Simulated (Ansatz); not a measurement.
Reaction (hydrogenolysis of a Mg–C bond): `C[CH2][Mg][CH2]C` + H₂ → `C[CH2][MgH]` + `CC`

Computed with Ansatz on PBE0-D4/def2-TZVP structures; ΔE is electronic, products minus reactants. CCSD(T)/CBS adds triple-zeta CCSD(T) − MP2 to the extrapolated MP2 energy (def2 sets, frozen cores). This one scheme is used for every species. DFT in def2-TZVPP. B3LYP here is the variant with VWN-RPA as its local correlation; programs differ in this. HSE06 is defined as in plane-wave codes. For Mg outer-core shells are correlated without core-valence functions, which leaves a few kJ/mol of doubt a bond. Each species was taken in one conformer, which may not be the lowest.

`C[CH2][Mg][CH2]C`:

```xyz
15

C     0.478   -1.382    2.445
C    -0.389   -0.146    2.190
Mg   -0.463    0.544    0.202
C    -0.522    1.216   -1.793
C     0.329    0.434   -2.797
H     1.524   -1.213    2.173
H     0.476   -1.692    3.498
H     0.141   -2.247    1.866
H    -0.046    0.680    2.827
H    -1.417   -0.345    2.522
H    -0.226    2.273   -1.807
H    -1.570    1.216   -2.124
H     0.036   -0.619   -2.852
H     0.257    0.832   -3.817
H     1.392    0.448   -2.533
```

H₂:

```xyz
2

H    -0.323   -0.063    0.175
H     0.323    0.063   -0.175
```

`C[CH2][MgH]`:

```xyz
9

C     1.021   -0.584   -0.094
C    -0.497   -0.408   -0.011
Mg   -1.200    1.561    0.182
H     1.450   -0.057   -0.953
H     1.321   -1.635   -0.193
H     1.530   -0.198    0.795
H    -0.887   -0.993    0.833
H    -0.966   -0.853   -0.898
H    -1.771    3.167    0.339
```

`CC`:

Z-matrix (Å, degrees):
```
C
C 1 1.519
H 1 1.093 2 111.4
H 1 1.093 2 111.4 3 120.0
H 1 1.093 2 111.4 3 -120.0
H 2 1.093 1 111.4 3 180.0
H 2 1.093 1 111.4 3 -60.0
H 2 1.093 1 111.4 3 60.0
```

```csv
level,ΔE (kJ/mol),difference from CCSD(T)/CBS
LDA (SPW92),-56.2,-7.6
PBE-D4,-52.9,-4.3
revPBE-D4,-52.7,-4.1
BLYP-D4,-54.2,-5.6
r2SCAN-D4,-56.8,-8.2
B97M-V,-81.3,-32.7
B3LYP-D4,-60.2,-11.6
r2SCANh-D4,-58.7,-10.1
r2SCAN0-D4,-61.5,-12.9
HSE06-D4,-59.7,-11.1
ωB97X-V,-63.5,-14.9
ωB97M-V,-59.4,-10.8
B2PLYP,-59.6,-11.0
PBE-QIDH,-60.3,-11.7
PBE,-55.4,-6.8
revPBE,-56.4,-7.8
r2SCAN,-57.8,-9.2
PBE0,-62.4,-13.8
r2SCANh,-59.7,-11.1
r2SCAN0,-62.6,-14.0
HSE06,-61.9,-13.3
BHLYP,-72.6,-24.0
CAM-B3LYP,-68.0,-19.4
LC-ωPBE,-65.8,-17.2
RPA@PBE/def2-TZVPP,-55.8,-7.2
HF/def2-SVP,-94.2,-45.6
MP2/def2-SVP,-60.4,-11.8
CCSD/def2-SVP,-71.1,-22.5
CCSD(T)/def2-SVP,-66.9,-18.3
HF/def2-TZVPP,-89.2,-40.6
MP2/def2-TZVPP,-49.1,-0.5
SCS-MP2/def2-TZVPP,-56.1,-7.5
CCSD/def2-TZVPP,-61.9,-13.3
CCSD(T)/def2-TZVPP,-56.3,-7.7
HF/def2-QZVPP,-88.9,-40.3
MP2/def2-QZVPP,-44.5,4.1
SCS-MP2/def2-QZVPP,-52.0,-3.4
HF/CBS(def2),-88.9,-40.3
MP2/CBS(def2),-41.3,7.3
CCSD/CBS(def2),-54.2,-5.6
CCSD(T)/CBS,-48.6,0
```

Largest T1 diagnostic among the species: 0.009.

From r2SCAN to r2SCAN0 (25 % exact exchange), in def2-TZVPP and without D4, ΔE moves by −4.8 kJ/mol. At CCSD(T), def2-SVP lies −18.3 kJ/mol from the extrapolated value and def2-TZVPP −7.7 kJ/mol. In def2-TZVPP, CCSD(T) changes the Hartree–Fock value by +32.9 kJ/mol (the triples alone add +5.6 kJ/mol) and MP2 by +40.1 kJ/mol.
